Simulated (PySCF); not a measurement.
# Te²⁺: ionisation energy

Te²⁺ [Kr] 4d10 5s2 5p2 (3P) → Te³⁺ [Kr] 4d10 5s2 5p1 (2P), as a difference of total energies. All numbers are calculated (PySCF 2.14, the spin-free X2C one-electron Hamiltonian (Gaussian nucleus), in aug-cc-pVQZ-DK3). Correlated levels: valence: [Kr] 4d10 frozen. The calculations carry no spin-orbit coupling.

| method | ionisation energy (eV) |
| --- | --- |
| UHF | 26.959 |
| MP2 (valence) | 27.326 |
| SCS-MP2 (valence) | 27.263 |
| CCSD (valence) | 27.355 |
| CCSD(T) (valence) | 27.378 |

Problem. How much does correlation contribute at CCSD(T) (valence)?

Solution. 27.378 − (26.959) = 0.419 eV, measured against UHF.

A first-order spin-orbit estimate (lowest level to lowest level, LS coupling) adds -0.073 eV.

Errors of the correlated levels include the incompleteness of this basis and the frozen core.

For comparison: 27.84 ± 0.04 eV (measured; NIST Atomic Spectra Database, ionization energies).
